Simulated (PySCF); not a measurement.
Compound: C₂H₁₀OSi₂.
Cartesian coordinates in Å at the PBE0-D3(BJ)/def2-SVP level; atoms count from 1:
```xyz
15
C2H10OSi2 angstrom
O      2.198   -0.400    1.131
Si     1.959   -0.082   -0.492
C      0.188    0.506   -0.638
C     -0.827   -0.513   -0.104
Si    -2.613    0.090   -0.164
H      3.043   -0.782    1.383
H      2.168   -1.322   -1.310
H      2.914    0.962   -0.988
H      0.109    1.462   -0.092
H     -0.010    0.748   -1.698
H     -0.765   -1.458   -0.672
H     -0.585   -0.776    0.940
H     -3.553   -0.951    0.358
H     -3.001    0.417   -1.573
H     -2.770    1.330    0.659
```

Jobs on this species (15 atoms, 58 electrons) with PySCF (density fitting). Hardware of each: an Arm Neoverse V1 with one thread (shared host). Times come from a shared host and carry two figures at best. Peak memory is the resident size of the whole Python process, interpreter and libraries included.

```
                                                                 level and settings                                                          work  basis functions  SCF cycles  wall time  peak memory
      delta-SCF UKS HF, pcX-2 on the ionised atom, pcseg-1 elsewhere, spin-free X2C                                 ΔSCF core ionisation, 7 holes              170           ?          ?            ?
                                                 PBE0-D3(BJ)/def2-SVP, grid level 1  geometry optimisation from a GFN2-xTB start shaken at random              128           ?          ?            ?
    delta-SCF UKS SCAN, pcX-1 on the ionised atom, pcseg-1 elsewhere, spin-free X2C                                 ΔSCF core ionisation, 7 holes              150           ?          ?            ?
 delta-SCF UKS SCAN, pcX-2 on the ionised atom, pcseg-1 elsewhere, non-relativistic                                 ΔSCF core ionisation, 7 holes              170         100       61 s     0.62 GiB
delta-SCF UKS SCAN, def2-TZVP on the ionised atom, pcseg-1 elsewhere, spin-free X2C                                 ΔSCF core ionisation, 7 holes              147         101       58 s     0.52 GiB
    delta-SCF UKS PBE0, pcX-2 on the ionised atom, pcseg-1 elsewhere, spin-free X2C                                 ΔSCF core ionisation, 7 holes              170          90       73 s     0.67 GiB
    delta-SCF UKS SCAN, pcX-2 on the ionised atom, pcseg-1 elsewhere, spin-free X2C                                 ΔSCF core ionisation, 7 holes              170         102       59 s     0.71 GiB
     delta-SCF UKS PBE, pcX-2 on the ionised atom, pcseg-1 elsewhere, spin-free X2C                                 ΔSCF core ionisation, 7 holes              170         102       39 s     0.62 GiB
   delta-SCF UKS B3LYP, pcX-2 on the ionised atom, pcseg-1 elsewhere, spin-free X2C                                 ΔSCF core ionisation, 7 holes              170          94       74 s     0.67 GiB
```

Question: Fill in the missing figures.

Answer: 
- delta-SCF UKS HF, pcX-2 on the ionised atom, pcseg-1 elsewhere, spin-free X2C; ΔSCF core ionisation, 7 holes: 48 s, 0.63 GiB, 88 SCF cycles
- PBE0-D3(BJ)/def2-SVP, grid level 1; geometry optimisation from a GFN2-xTB start shaken at random: 57 s, 0.50 GiB, 46 SCF cycles
- delta-SCF UKS SCAN, pcX-1 on the ionised atom, pcseg-1 elsewhere, spin-free X2C; ΔSCF core ionisation, 7 holes: 49 s, 0.52 GiB, 101 SCF cycles

Question: What do all jobs in the table cost together?

Answer: About 8.6 min; the longest takes about 14 % of that, and about 1.9 times as long as the shortest.
